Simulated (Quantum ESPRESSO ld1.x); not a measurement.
Results of a calculation; reference values are marked as such.
All-electron atom: As III in [Ar] 3d10 4s1.75 4p1 5s0.25 (fractional occupations, a model configuration). Code: ld1.x of Quantum ESPRESSO 7.5. Model: scalar-relativistic Kohn-Sham, LDA (Slater exchange, Perdew-Zunger correlation), spin-polarised, spherical densities, point nucleus; open shells are filled with parallel spins first.

Radial electron density D(r) = 4 pi r^2 rho(r):

| r (bohr) | D(r) (e/bohr) | spin D(r) |
|---|---|---|
| 0.006419 | 9.289 | 0.00208 |
| 0.007413 | 11.51 | 0.00257 |
| 0.008561 | 14.11 | 0.00315 |
| 0.009887 | 17.10 | 0.00381 |
| 0.01142 | 20.45 | 0.00454 |
| 0.01319 | 24.09 | 0.00534 |
| 0.01535 | 28.09 | 0.00622 |
| 0.01773 | 31.83 | 0.00707 |
| 0.02048 | 35.25 | 0.00789 |
| 0.02365 | 38.05 | 0.00868 |
| 0.02731 | 39.93 | 0.00947 |
| 0.03154 | 40.65 | 0.0104 |
| 0.03642 | 40.13 | 0.0116 |
| 0.04207 | 38.54 | 0.0136 |
| 0.04858 | 36.32 | 0.0167 |
| 0.05611 | 34.21 | 0.0216 |
| 0.0648 | 33.06 | 0.0286 |
| 0.07483 | 33.58 | 0.0375 |
| 0.08642 | 36.06 | 0.0472 |
| 0.09981 | 40.04 | 0.0552 |
| 0.1153 | 44.32 | 0.0582 |
| 0.1331 | 47.23 | 0.0527 |
| 0.1537 | 47.25 | 0.0373 |
| 0.1775 | 43.80 | 0.0150 |
| 0.205 | 37.67 | -0.00554 |
| 0.2368 | 30.95 | -0.0119 |
| 0.2735 | 26.08 | 0.00622 |
| 0.3158 | 24.61 | 0.0490 |
| 0.3648 | 26.29 | 0.101 |
| 0.4213 | 29.17 | 0.136 |
| 0.4865 | 30.75 | 0.130 |
| 0.5619 | 29.39 | 0.0810 |
| 0.6489 | 25.09 | 0.0175 |
| 0.7494 | 19.16 | -0.0112 |
| 0.8654 | 13.26 | 0.0397 |
| 0.9995 | 8.598 | 0.185 |
| 1.154 | 5.538 | 0.394 |
| 1.333 | 3.794 | 0.605 |
| 1.552 | 2.782 | 0.751 |
| 1.792 | 2.130 | 0.770 |
| 2.07 | 1.550 | 0.674 |
| 2.39 | 1.022 | 0.513 |
| 2.761 | 0.6051 | 0.352 |
| 3.188 | 0.3347 | 0.230 |
| 3.682 | 0.1891 | 0.155 |
| 4.252 | 0.1155 | 0.107 |
| 4.911 | 0.07114 | 0.0694 |
| 5.672 | 0.03874 | 0.0385 |
| 6.55 | 0.01689 | 0.0169 |
| 7.565 | 0.005547 | 0.00555 |
| 8.736 | 0.001313 | 0.00131 |
| 10.09 | 0.0002148 | 0.000215 |

D(r) has 3 maxima, at r = 0.0318, 0.143, 0.490 bohr, and minima at 0.0669, 0.311 bohr, inside which lie 2.08, 10.97 electrons.
